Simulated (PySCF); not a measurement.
Mo(O)(OH)(Cl)2 (Cl₂HMoO₂), SMILES [O]=[Mo]([OH])([Cl])[Cl] (connectivity only; charge and spin as stated), neutral, multiplicity 2.

Coordinates come from a r2SCAN-D4/def2-SVP optimisation. The spin state was assumed, not searched. The def2 effective core potentials stand for the cores of Mo; spin–orbit coupling is left out. One conformer was computed; it need not be the lowest.

Calculation: PBE/def2-TZVP in PySCF.

Isolated molecule, no solvent.

Question: Estimate the frontier levels, dipole moment and polarisability. (The exact figures need the calculation; the answer reports its results.)

Answer: 
```json
{
  "α spin, highest occupied and lowest empty level": "-5.23 and -4.21 eV",
  "β spin, highest occupied and lowest empty level": "-7.80 and -4.14 eV",
  "dipole_moment": "2.83 D",
  "quadrupole, principal values (traceless, Buckingham form, about the centre of nuclear charge)": "-4.90, -2.87, 7.77 D·Å",
  "mean_static_polarisability": "72.4 bohr³ (10.73 Å³)",
  "polarisability_principal_values": "65.5, 71.6, 80.2 bohr³",
  "⟨S²⟩": "0.753 (pure state 0.75)"
}
```
